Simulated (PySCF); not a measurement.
These 2 structures share the formula [C5H8NO2]- (charge -1). Computed, not measured: PBE0-D3(BJ)/def2-SVP geometry optimisation, gas phase in PySCF. Energies are electronic, without zero-point or thermal terms, for one conformer each. No frequencies were run at this level. Point groups hold within 0.08 Å.

Question: Rank from lowest to highest electronic energy at this level (kcal/mol).
A. `[CH3:1][N:2]([CH3:3])/[C:4]([O-:5])=[CH:6]/[CH:7]=[O:8]` (charge -1) with C4–C6–C7–O8 -179°
B. `[CH3:1][C:2](=[O:3])/[CH:4]=[C:5](/[O-:6])[CH2:7][NH2:8]` (charge -1) with C1–C2–C4–C5 176°, C4–C5–C7–N8 59°, C5–C7–N8–H 43° and -69°

Answer: B (0.0), A (3.5).

As drawn, the lower has an N–H bond, which the higher lacks. Neighbours under 5.0 kcal/mol apart (CC(=O)/C=C(/[O-])CN and CN(C)/C([O-])=C/C=O) can change places with a better method, another conformer or zero-point energy.

```json
{"SMILES": "CC(=O)/C=C(/[O-])CN", "E (Eh)": "-399.84663", "E rel (kcal/mol)": "0.0", "dipole about centre of mass (D)": "2.29", "point group": "C1", "A, B, C (MHz)": "3096, 1535, 1091"}
{"SMILES": "CN(C)/C([O-])=C/C=O", "E (Eh)": "-399.84101", "E rel (kcal/mol)": "3.5", "dipole about centre of mass (D)": "7.03", "point group": "C1", "A, B, C (MHz)": "4499, 1142, 923.7"}
```
